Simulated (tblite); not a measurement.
Species: C7H12NP.
Atom-mapped SMILES: `[CH3:1][c:2]1[cH:3][c:4]([CH3:5])[p:6]([NH2:7])[c:8]1[CH3:9]` (hydrogens: H10, H11, H12 on C1; H13 on C3; H14, H15, H16 on C5; H17, H18 on N7; H19, H20, H21 on C9)

Structure used (GFN2-xTB), in Å, numbered top down from 1:
```
atom  x, y, z in Å
C1    -2.0281   -0.7734    1.4763
C2    -0.8736   -0.4684    0.5780
C3     0.4647   -0.8989    0.9507
C4     1.4409   -0.5441    0.1031
C5     2.8922   -0.8621    0.2247
P6     0.7119    0.2137   -1.4088
N7     1.0856    1.8743   -1.3309
C8    -0.9141    0.2267   -0.5752
C9    -2.1058    0.8200   -1.2486
H10   -2.9452   -0.3219    1.1094
H11   -2.1736   -1.8519    1.5392
H12   -1.8300   -0.4053    2.4831
H13    0.6297   -1.4326    1.8762
H14    3.5023    0.0068   -0.0264
H15    3.1614   -1.6628   -0.4651
H16    3.1327   -1.1822    1.2372
H17    1.9131    2.1196   -1.8607
H18    1.1511    2.2428   -0.3872
H19   -2.7089    0.0460   -1.7262
H20   -1.7786    1.5213   -2.0143
H21   -2.7366    1.3494   -0.5351
```

Level: GFN2-xTB in tblite, geometry and Hessian alike; calculated harmonic values, unscaled, isolated species. The method is semi-empirical: single wavenumbers can be off by several per cent or more. One conformer, not necessarily the lowest.

Harmonic wavenumbers (cm⁻¹): 41.9, 78.6, 83.9, 100.2, 143.2, 153.9, 214.4, 233.7, 258.7, 270.8, 332.5, 392.8, 418.0, 471.8, 525.2, 549.3, 626.5, 649.1, 690.0, 833.5, 846.8, 886.2, 914.3, 984.0, 1009.6, 1017.9, 1021.3, 1027.2, 1094.5, 1138.6, 1181.9, 1211.0, 1318.4, 1394.4, 1397.9, 1399.2, 1462.3, 1474.1, 1475.0, 1476.1, 1481.3, 1484.0, 1488.9, 1599.1, 1660.4, 2977.2, 2980.6, 2994.5, 2997.1, 3004.3, 3008.1, 3018.2, 3022.5, 3054.7, 3059.8, 3354.5, 3407.9.

A = 1857, B = 1307, C = 841.8 MHz; mass 141.071 u (most abundant isotopes); point group C1, symmetry number 1.

Q: Zero-point energy?

A: Half the sum of the wavenumbers: 37696 cm⁻¹ = 107.78 kcal/mol.

Q: Give the ideal-gas entropy at 298.15 K and 1 bar in the rigid-rotor, harmonic-oscillator model (classical rotation).

A: Translation 40.77, rotation 29.44, vibration 36.42: S = 106.6 cal/(mol K).

Q: And Cp and H(298.15 K) − H(0)?

A: Cp = 43.69 cal/(mol K), of which vibrations give 35.74 (their classical limit is 57 R = 113.3); H(298.15 K) − H(0) = 8.02 kcal/mol without the zero-point energy, 5.65 from vibrations.

Q: How do the functions run with temperature in this model?

A: 
```csv
T (K),S (cal/(mol K)),Cp (cal/(mol K)),H − H(0) (kcal/mol),G − H(0) (kcal/mol),ln q(vib)
50,60.0,14.8,0.53,-2.47,0.65
100,72.5,22.0,1.46,-5.80,2.20
373.15,117.3,51.4,11.59,-32.17,11.15
500,134.0,62.9,18.86,-48.12,15.03
750,162.8,79.3,36.77,-85.32,22.22
1000,187.2,90.2,58.05,-129.15,28.82
```

q(vib) and H(0) count from the zero-point level.

Q: What must be added to the electronic energy to get the Gibbs energy at 298.15 K and 1 bar?

A: ZPE + [H(298.15 K) − H(0)] − T·S = 107.78 + 8.02 − 31.79 = 84.01 kcal/mol.

Hindered rotation and anharmonicity are outside this model. Other conformers, if any are populated, would add a mixing term that is left out. The structure is chiral; the term R ln 2 for an equal mix with its mirror image is left out.
